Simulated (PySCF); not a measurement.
**Computed properties of BFH4O3Si, SMILES OB(O)O[SiH2]F**

BFH4O3Si, SMILES OB(O)O[SiH2]F. The structure is a stationary point at PBE0-D3(BJ)/def2-SVP. This is a generated structure with no PubChem entry under its InChIKey; it may be hypothetical. The values are those of a single conformer. All values are computed for the isolated molecule unless a solvent is named; none is compared with measurement here.

**Structure.** All 24 harmonic modes at PBE0-D3(BJ)/def2-SVP (PySCF) are real, so it is a minimum. With heavy atoms numbered as in [SiH2:1]([F:2])[O:3][B:4]([OH:5])[OH:6], the shortest bond between them is B4–O5 at 1.354 Å and the longest Si1–O3 at 1.642 Å.

**Vibrations.** The strongest infrared lines (harmonic, unscaled, degenerate partners summed) lie at 1418 cm⁻¹ (829 km/mol, B 66 %, O 29 %), 1521 cm⁻¹ (361 km/mol, B 74 %, O 21 %), 1001 cm⁻¹ (266 km/mol, H 71 %, O 25 %). The softest mode is at 38 cm⁻¹ and the zero-point energy is 37.9 kcal/mol.

**Electronic structure.** M06-2X/def2-TZVP (PySCF) places the frontier levels at -11.06 and 0.71 eV, a gap of 11.77 eV, and gives a dipole moment of 2.55 D and a mean polarisability of 45.1 bohr³. PBE/def2-TZVP (PySCF) at the same geometry gives -7.76 and -0.77 eV, so its gap is 4.78 eV narrower. An orbital gap is neither the optical nor the fundamental gap.

**Excitations.** TDDFT-M06-2X/def2-SVPD (PySCF) has S1 at 8.36 eV (148 nm, f = 0.011, weak); the most intense of the 10 singlets computed lies at 9.58 eV (f = 0.14). T1 (TDA) is at 8.03 eV. TDDFT-PBE/def2-SVPD (PySCF) puts S1 at 6.89 eV. No vertical singlet excitation falls in the visible range (under 3.1 eV).

**NMR.** GIAO shifts at KT2/pcSseg-1 (PySCF) (non-relativistic, atoms alike by connectivity averaged): ¹H from 3.1 to 5.4 ppm against TMS; ²⁹Si at -29.5 ppm against TMS; ¹⁹F at -192.3 ppm against CFCl3; ¹¹B at 5.0 ppm against BF3.
